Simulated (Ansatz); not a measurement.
The cluster MoO4H2, relaxed as a singlet with RKS PBE-D4/def2-SVP in Ansatz, starting from the GFN1-xTB geometry. Force threshold 0.02 eV/Å.

In the def2 sets Mo takes a core potential; there is no spin–orbit coupling. The structure holds 2 bonds between oxygen atoms, so isomers without such links may lie far lower. Another isomer (singlet) lies 4.69 eV lower at PBE0-D4/def2-TZVP; other spin states weren't run for this one.

Start:

```xyz
7

Mo    0.032   -0.056    0.029
O    -0.490    1.441    0.843
O    -0.408    0.131   -1.687
O    -1.182    0.316    1.260
O     0.959    0.080   -1.470
H    -0.386   -1.657    0.191
H     1.475   -0.255    0.833
```

```tsv
step	energy (eV)	largest force component (eV/Å)	SCF passes
1	-10057.6631	6.825	32
2	-10059.2276	1.799	41
3	-10059.5131	0.600	41
4	-10059.5757	0.755	41
5	-10059.6178	0.666	35
6	-10059.6632	0.270	42
7	-10059.6703	0.113	35
8 (rejected)	-10059.6155	0.565	45
9	-10059.6718	0.032	37
10	-10059.6719	0.017	37
```

Force components are those of the run's own axes.

End:

Cartesian coordinates in Å:
```
Mo -0.0679 0.1199 -0.0638
O -0.6760 1.4553 1.1183
O -0.2036 0.0845 -1.9427
O -1.1700 0.2018 1.5495
O 1.1421 -0.1518 -1.5760
H -0.4166 -1.4910 0.2313
H 1.3919 -0.2189 0.6833
```

By distances, no bond broke or formed. The bond that changes most is Mo1–O4, from 1.77 to 1.96 Å (atoms count from 1).

No frequencies were taken in this run, so the end may be a saddle point.

Run time 22 s (2 threads of Arm Neoverse V1 on a shared host).
